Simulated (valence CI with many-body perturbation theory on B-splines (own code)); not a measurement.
# Level structure of Ce52+

Calculated by relativistic CI+MBPT: four valence electrons over a frozen Dirac-Fock core [He], radial functions for each j: 11 s, 11 p, 10 d, 8 f, 5 g, 2 h, with the one-electron correlation potential Σ1, the two-electron term Σ2, the three-electron term Σ3, Breit, model QED; selected CI, second order for the rest, scaled by the run's own slope (own B-spline code, finite nucleus).

The last digits are not significant, and no measured levels were compared; by estimate large intervals hold to a few tenths of a per cent, small ones and those within an open d or f shell to about a per cent. Among the levels kept, up to 880 cm⁻¹ of a level comes from second order outside the variational space, and about a tenth of that is noise between levels of different J, which matters for small intervals.

Levels 136 to 180 of 208, with energies above the lowest level, (2s^2 2p1/2^2) J=0. "Leading %" is the weight of the configuration and term that name the level; weights of strongly mixed levels are sums over their largest components and can fall short, so below about 35 % the name and the second component can differ from the true leading terms, or belong to a minority configuration. In the jj column 3d3/2^4 stands for four electrons in 3d with j = 3/2. Lifetimes count E1, E2, E3, M1 and M2 decay at the calculated energies, and are blank where another channel may lead or the interval is too uncertain; long ones can be off by a factor of two.

```
No.  Configuration  Term  J  E (× 10³ cm⁻¹)  Leading %  Lifetime  Second component      g                  Leading jj
136        2s2p²3s    ³P  2           57625         64   33.1 fs   16 % 2s2p²3s ¹D  1.370        2s 2p3/2^2 3s (98 %)
137          2p³3d   ³D°  2           57660         34   2.60 fs    22 % 2p³3d ³P°  1.245  2p1/2^2 2p3/2 3d5/2 (97 %)
138        2s2p²3s    ¹S  0           57740         69   22.2 fs   30 % 2s2p²3s ³P               2s 2p3/2^2 3s (99 %)
139          2p³3d   ³D°  3           57766         45   1.18 fs    18 % 2p³3d ¹F°  1.196  2p1/2^2 2p3/2 3d5/2 (94 %)
140          2p³3d   ³D°  1           57838         36   1.78 fs    26 % 2p³3d ¹P°  1.041  2p1/2^2 2p3/2 3d5/2 (98 %)
141        2s2p²3p   ³P°  0           58182         80    592 fs  13 % 2s2p²3p ⁵D°            2s 2p3/2^2 3p1/2 (99 %)
142        2s2p²3p   ³P°  1           58185         35   6.36 fs  25 % 2s2p²3p ³D°  1.271     2s 2p3/2^2 3p1/2 (98 %)
143        2s2p²3p   ³P°  1           58188         47   8.34 fs  16 % 2s2p²3p ¹P°  1.341     2s 2p3/2^2 3p1/2 (97 %)
144        2s2p²3p   ³D°  2           58204         33   11.7 fs  22 % 2s2p²3p ¹D°  1.060     2s 2p3/2^2 3p1/2 (98 %)
145        2s2p²3p   ³D°  3           58534         52   10.9 fs  30 % 2s2p²3p ⁵P°  1.382     2s 2p3/2^2 3p3/2 (96 %)
146        2s2p²3p   ⁵D°  4           58538         58   1.07 ps  42 % 2s2p²3p ³F°  1.379     2s 2p3/2^2 3p3/2 (99 %)
147        2s2p²3p   ³P°  1           58586         36   5.78 fs  22 % 2s2p²3p ³S°  1.491     2s 2p3/2^2 3p3/2 (87 %)
148        2s2p²3p   ³P°  2           58720         20   7.12 fs    17 % 2p³3s ⁵S°  1.399     2s 2p3/2^2 3p3/2 (65 %)
149          2p³3s   ³D°  2           58900         40   15.0 fs    35 % 2p³3s ⁵S°  1.495     2p1/2 2p3/2^2 3s (75 %)
150          2p³3s   ³S°  1           58960         47   9.62 fs    40 % 2p³3s ³D°  1.322     2p1/2 2p3/2^2 3s (87 %)
151          2p³3s   ³D°  3           58982         78   31.2 fs  11 % 2s2p²3p ³D°  1.306     2p1/2 2p3/2^2 3s (78 %)
152        2s2p²3d    ³D  2           59109         25   1.51 fs   21 % 2s2p²3d ⁵D  1.371     2s 2p3/2^2 3d3/2 (91 %)
153          2p³3s   ¹D°  2           59110         59   11.5 fs    22 % 2p³3s ³D°  1.103     2p1/2 2p3/2^2 3s (83 %)
154        2s2p²3d    ⁵P  1           59121         34   1.33 fs   19 % 2s2p²3d ³P  1.769     2s 2p3/2^2 3d3/2 (84 %)
155        2s2p²3d    ⁵D  3           59127         27   1.71 fs   18 % 2s2p²3d ³F  1.296     2s 2p3/2^2 3d3/2 (89 %)
156        2s2p²3d    ³F  4           59173         35   1.94 fs   26 % 2s2p²3d ⁵F  1.233     2s 2p3/2^2 3d3/2 (90 %)
157        2s2p²3p   ¹P°  1           59185         30   6.26 fs    20 % 2p³3s ³P°  1.217     2s 2p3/2^2 3p3/2 (68 %)
158        2s2p²3p   ³P°  0           59190         60    275 fs  39 % 2s2p²3p ¹S°            2s 2p3/2^2 3p3/2 (98 %)
159        2s2p²3p   ³P°  2           59239         69   30.4 fs   5 % 2s2p²3p ³D°  1.408     2s 2p3/2^2 3p3/2 (94 %)
160        2s2p²3p   ³D°  3           59269         51   8.09 fs    19 % 2p³3s ³D°  1.260     2s 2p3/2^2 3p3/2 (80 %)
161        2s2p²3d    ⁵F  5           59311         58   3.96 ps   42 % 2s2p²3d ³G  1.301     2s 2p3/2^2 3d5/2 (99 %)
162        2s2p²3p   ³P°  2           59312         44   64.9 fs  25 % 2s2p²3p ¹D°  1.329     2s 2p3/2^2 3p3/2 (98 %)
163        2s2p²3d    ³F  4           59338         57   40.9 fs   24 % 2s2p²3d ⁵D  1.258     2s 2p3/2^2 3d5/2 (90 %)
164          2p³3p    ⁵P  1           59349         38   15.6 fs     18 % 2p³3p ³D  1.653  2p1/2 2p3/2^2 3p1/2 (85 %)
165          2p³3s   ³P°  0           59366         99   23.5 fs                              2p1/2 2p3/2^2 3s (99 %)
166          2p³3p    ³F  2           59391         32   7.23 fs     20 % 2p³3p ³P  1.219  2p1/2 2p3/2^2 3p1/2 (92 %)
167        2s2p²3d    ³P  0           59442         75   4.66 fs   14 % 2s2p²3d ¹S            2s 2p3/2^2 3d5/2 (88 %)
168          2p³3s   ³P°  1           59459         31   12.9 fs  24 % 2s2p²3p ¹P°  1.240     2s 2p3/2^2 3p3/2 (52 %)
169          2p³3p    ³F  3           59484         35   2.91 fs     28 % 2p³3p ¹F  1.112  2p1/2 2p3/2^2 3p1/2 (80 %)
170        2s2p²3p   ¹P°  1           59524         26   10.5 fs  19 % 2s2p²3p ³S°  1.233     2s 2p3/2^2 3p3/2 (76 %)
171        2s2p²3d    ³P  1           59532         35   1.96 fs   19 % 2s2p²3d ³S  1.408     2s 2p3/2^2 3d5/2 (88 %)
172        2s2p²3d    ³D  3           59566         36   2.35 fs   18 % 2s2p²3d ¹F  1.186     2s 2p3/2^2 3d5/2 (75 %)
173        2s2p²3d    ³P  2           59604         37   1.61 fs   19 % 2s2p²3d ³D  1.284     2s 2p3/2^2 3d5/2 (90 %)
174        2s2p²3d    ³D  1           59709         37   1.44 fs     23 % 2p³3p ³D  0.658     2s 2p3/2^2 3d3/2 (59 %)
175          2p³3p    ³P  2           59732         50   4.44 fs     21 % 2p³3p ¹D  1.308  2p1/2 2p3/2^2 3p1/2 (97 %)
176        2s2p²3d    ³F  2           59816         36   1.67 fs   29 % 2s2p²3d ³D  1.007     2s 2p3/2^2 3d3/2 (94 %)
177        2s2p²3d    ³D  1           59821         33   2.50 fs     19 % 2p³3p ³D  0.838     2s 2p3/2^2 3d3/2 (70 %)
178        2s2p²3d    ³F  3           59836         34   2.36 fs   29 % 2s2p²3d ¹F  1.020     2s 2p3/2^2 3d3/2 (90 %)
179        2s2p²3d    ³D  2           59852         57   1.75 fs    8 % 2s2p²3d ¹D  1.129     2s 2p3/2^2 3d3/2 (85 %)
180        2s2p²3d    ³P  0           59906         73   1.30 fs   24 % 2s2p²3d ¹S            2s 2p3/2^2 3d3/2 (90 %)
```

Where two levels of one J and parity lie close, their mixing, g and order are uncertain.
